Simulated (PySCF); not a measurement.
Species: C₇H₉FO.
Z-matrix (Å and degrees, GFN2-xTB geometry), rows numbered from 1:
```
C 
C   1  1.3225
C   2  1.4648  1  135.74
C   3  1.3218  2  135.36  1    16.06
C   3  1.5172  2   91.50  1  -167.14
O   5  1.3964  3  115.43  2  -128.61
C   6  1.4086  5  113.38  3  -179.96
C   2  1.5123  1  133.00  3  -174.95
F   8  1.3747  2  116.68  1    49.23
H   1  1.0763  2  121.29  3    -2.50
H   1  1.0767  2  121.40  3   176.55
H   4  1.0758  3  121.16  2   177.11
H   4  1.0764  3  121.37  2    -2.07
H   5  1.1013  3  112.38  2   102.33
H   7  1.0957  6  111.62  5   -60.27
H   7  1.0968  6  111.00  5    61.15
H   7  1.0880  6  106.33  5  -179.64
H   8  1.0945  2  114.37  1   -77.21
```

ESP-fitted charges (e) from the PBE0/pcSseg-1 density (PySCF), one withheld:

```json
{"atom": "C1", "bonded to": "C2 H10 H11", "charge": "-0.5282"}
{"atom": "C2", "bonded to": "C1 C3 C8", "charge": "+0.1274"}
{"atom": "C3", "bonded to": "C2 C4 C5", "charge": "-0.0039"}
{"atom": "C4", "bonded to": "C3 H12 H13", "charge": "-0.4847"}
{"atom": "C5", "bonded to": "C3 O6 C8 H14", "charge": "+0.1701"}
{"atom": "O6", "bonded to": "C5 C7", "charge": "?"}
{"atom": "C7", "bonded to": "O6 H15 H16 H17", "charge": "-0.1527"}
{"atom": "C8", "bonded to": "C5 F9 C2 H18", "charge": "+0.0556"}
{"atom": "F9", "bonded to": "C8", "charge": "-0.2320"}
{"atom": "H10", "bonded to": "C1", "charge": "+0.2189"}
{"atom": "H11", "bonded to": "C1", "charge": "+0.2203"}
{"atom": "H12", "bonded to": "C4", "charge": "+0.2097"}
{"atom": "H13", "bonded to": "C4", "charge": "+0.2146"}
{"atom": "H14", "bonded to": "C5", "charge": "+0.0909"}
{"atom": "H15", "bonded to": "C7", "charge": "+0.0863"}
{"atom": "H16", "bonded to": "C7", "charge": "+0.0874"}
{"atom": "H17", "bonded to": "C7", "charge": "+0.1295"}
{"atom": "H18", "bonded to": "C8", "charge": "+0.1206"}
```

Task: What is the charge on O6?

Result: The charges add up to the total charge, 0. The others sum to +0.3298, which leaves -0.3298 e for O6 (ether oxygen); the computed value is -0.3297, the difference coming from rounding.

Task: Add each hydrogen's charge to the atom that carries it.

Result: C1 -0.0890, C4 -0.0604, C5 +0.2610, C7 +0.1505, C8 +0.1762. Atoms without hydrogen keep their charges.

Task: Across which bond do the charges differ most?

Result: H11–C1: +0.2203 on H11 against -0.5282 on C1, a difference of 0.7485 e (C1–H10 within 0.003 e of it). The lower charge is on the more electronegative element of the two (Pauling values: C 2.55, H 2.20).

Task: Take the bonds between elements whose Pauling electronegativities differ by more than 0.25. In how many does the more electronegative atom carry the lower charge?

Result: In 11 of 12; it doesn't in C5–H14.

Task: How much positive and how much negative charge does this set hold in all?

Result: +1.7313 e on 12 atoms and -1.7312 e on 6.

The ESP scheme fits charges at the nuclei, held to the total charge, to the electrostatic potential on points at 1.4 to 2.0 times the van der Waals radii. Geometry: GFN2-xTB, one conformer, isolated molecule.
